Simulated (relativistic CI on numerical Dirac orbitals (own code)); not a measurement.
## d2 in a ligand field

Computed with a parametric ligand-field model of a d^n configuration (Racah B and C, spin-orbit zeta, crystal field), exact diagonalisation.

Field parameters in Wybourne normalisation: Oh B⁴₀ = 21Dq, B⁴₄ = √(5/14) B⁴₀. The field is a parameter set, without covalency.

Problem. Ground term and bands for B = 400, C = 1460, ζ = 0 cm⁻¹, Oh, 10Dq = 4400 cm⁻¹?

Solution. Ground term 3T1 with 0.07 electrons in the two orbitals of the cubic e set. Spin-allowed: 3T2 3865 cm⁻¹ (2587 nm), 3A2 8265 cm⁻¹ (1210 nm), 3T1 9330 cm⁻¹ (1072 nm). Lowest spin-forbidden: 1T2 5552 cm⁻¹ (1801 nm), 1E 5762 cm⁻¹ (1735 nm), 1T2 10418 cm⁻¹ (960 nm).

Problem. Ground term and bands for B = 400, C = 1460, ζ = 0 cm⁻¹, Oh, 10Dq = 10800 cm⁻¹?

Solution. Ground term 3T1 with 0.03 electrons in the two orbitals of the cubic e set. Spin-allowed: 3T2 9989 cm⁻¹ (1001 nm), 3T1 15179 cm⁻¹ (659 nm), 3A2 20789 cm⁻¹ (481 nm). Lowest spin-forbidden: 1T2 5528 cm⁻¹ (1809 nm), 1E 5619 cm⁻¹ (1780 nm), 1A1 12217 cm⁻¹ (819 nm).

Problem. Ground term and bands for B = 400, C = 1460, ζ = 0 cm⁻¹, Oh, 10Dq = 10000 cm⁻¹?

Solution. Ground term 3T1 with 0.03 electrons in the two orbitals of the cubic e set. Spin-allowed: 3T2 9211 cm⁻¹ (1086 nm), 3T1 14422 cm⁻¹ (693 nm), 3A2 19211 cm⁻¹ (521 nm). Lowest spin-forbidden: 1T2 5535 cm⁻¹ (1807 nm), 1E 5634 cm⁻¹ (1775 nm), 1A1 12125 cm⁻¹ (825 nm).

Problem. Ground term and bands for B = 400, C = 1460, ζ = 0 cm⁻¹, Oh, 10Dq = 12400 cm⁻¹?

Solution. Ground term 3T1 with 0.02 electrons in the two orbitals of the cubic e set. Spin-allowed: 3T2 11552 cm⁻¹ (866 nm), 3T1 16704 cm⁻¹ (599 nm), 3A2 23952 cm⁻¹ (417 nm). Lowest spin-forbidden: 1T2 5514 cm⁻¹ (1813 nm), 1E 5594 cm⁻¹ (1788 nm), 1A1 12366 cm⁻¹ (809 nm).

Problem. Ground term and bands for B = 400, C = 1460, ζ = 0 cm⁻¹, Oh, 10Dq = 7600 cm⁻¹?

Solution. Ground term 3T1 with 0.04 electrons in the two orbitals of the cubic e set. Spin-allowed: 3T2 6893 cm⁻¹ (1451 nm), 3T1 12185 cm⁻¹ (821 nm), 3A2 14493 cm⁻¹ (690 nm). Lowest spin-forbidden: 1T2 5555 cm⁻¹ (1800 nm), 1E 5684 cm⁻¹ (1759 nm), 1A1 11748 cm⁻¹ (851 nm).
